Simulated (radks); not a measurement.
Effect of the nuclear size on the hafnium ion Hf+, [Xe] 4f14 5d1 6s2. Calculated with a radial shooting solver on a logarithmic mesh with Libxc functionals: Dirac Kohn-Sham, LDA (Slater exchange, Perdew-Wang correlation), spin-unpolarised, spherical densities, finite nucleus; open shells fill j = l - 1/2 first; Fermi nuclear charge, rms radius 5.347 fm. The rms radius is varied about that value; shifts are against it.

| rms radius (fm) | total energy shift (eV) | density at nucleus (e/bohr^3) | 1s1/2 shift (meV) | 2s1/2 shift (meV) | 5p1/2 shift (meV) | 6s1/2 shift (meV) | 5d3/2 shift (meV) | 6p1/2 (empty) shift (meV) | 7s1/2 (empty) shift (meV) |
|---|---|---|---|---|---|---|---|---|---|
| 4.6519 | -11.8 | 1.26e+06 | -4800 | -664 | 0.533 | -0.464 | 0.452 | 0.191 | -0.061 |
| 5.0422 | -5.31 | 1.227e+06 | -2160 | -299 | 0.240 | -0.209 | 0.203 | 0.086 | -0.027 |
| 5.347 | 0 | 1.204e+06 | 0.000 | 0.000 | 0.000 | 0.000 | 0.000 | 0.000 | 0.000 |
| 5.609 | 4.73 | 1.185e+06 | 1930 | 266 | -0.214 | 0.186 | -0.181 | -0.076 | 0.024 |
| 6.4164 | 20.3 | 1.134e+06 | 8240 | 1140 | -0.914 | 0.797 | -0.776 | -0.327 | 0.105 |

Slopes of the eigenvalues against <r^2> in GHz/fm^2, as finite differences over the two radii next to the reference (eigenvalue slopes, not the field-shift constants of lines): 1s1/2 164000, 2s1/2 22600, 5p1/2 -18.2, 6s1/2 15.8, 5d3/2 -15.4, 6p1/2 (empty) -6.50, 7s1/2 (empty) 2.08.
